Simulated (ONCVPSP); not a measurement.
S: one change to an ONCV potential, before and after

sulfur (S), optimised norm-conserving Vanderbilt (ONCV), made with ONCVPSP 4.0.1 (PBE, scalar-relativistic). Core [He], reference 2s2 2p6 3s2 3p3.75 (charge +0.25). Waves: 2s+3s: rc 0.80 bohr, ncon 4, nbas 8, qcut 17.5 1/bohr, 2 projectors; 2p+3p: rc 0.70 bohr, ncon 3, nbas 7, qcut 22.7 1/bohr, 2 projectors; d scattering state at 0.22 Ha: rc 0.80 bohr, ncon 5, nbas 9, qcut 11.6 1/bohr, 2 projectors, debl 1.5 Ha. Local part: polynomial inside 0.45 bohr (lpopt 3, dvloc0 0 Ha). Core correction: Teter function, fcfact 4.75, rcfact 1.5.

Change: p: qcut 25.7.

Cutoffs: the cutoffs (Ha) at which the residual kinetic energy of the hardest occupied pseudo-wave falls to 1 and 0.1 mHa per electron; they do not see the model core or the augmentation charge, which bear on the density cutoff. Errors are all-electron minus pseudo energies relative to the spin-unpolarised reference configuration.

Predict the effect on cutoff, ghosts and configuration errors.

The potential gets harder (181 Ha and 207 Ha → 201 Ha and 233 Ha); the errors of the 4 common tests hardly move; neither file shows a bound ghost. The waves are optimised to have the least kinetic energy above qcut, so the cutoff follows it (qcut²/2 in Ha).

```csv
quantity,base,changed
"cutoff, loose",181 Ha,201 Ha
"cutoff, tight",207 Ha,233 Ha
loose cutoff by channel,"s 83 Ha, p 181 Ha","s 83 Ha, p 201 Ha"
bound ghosts,none,none
GHOST(+) flags under 300 eV,none,none
"error for 2s2 2p6 3s2 3p4, meV [ΔE -2.04 eV]",-0.1,-0.1
"error for 2s2 2p6 3s2 3p3, meV [ΔE 9.73 eV]",+0.5,+0.5
"error for 2s2 2p6 3s2 3p2, meV [ΔE 32.02 eV]",+2.4,+2.3
"error for 2s2 2p6 3s2 3p1, meV [ΔE 66.06 eV]",+7.5,+6.9
s: phases at 0.81 bohr within 0.05 rad from the reference energy up to (Ha; the scan ends near 5),to the end of the scan,to the end of the scan
p: phases at 0.71 bohr within 0.05 rad from the reference energy up to (Ha; the scan ends near 5),to the end of the scan,to the end of the scan
d: phases at 0.81 bohr within 0.05 rad from the reference energy up to (Ha; the scan ends near 5),to the end of the scan,to the end of the scan
"rms error of d²Exc/dni dnj with the model core, mHa",2.62,2.60
```
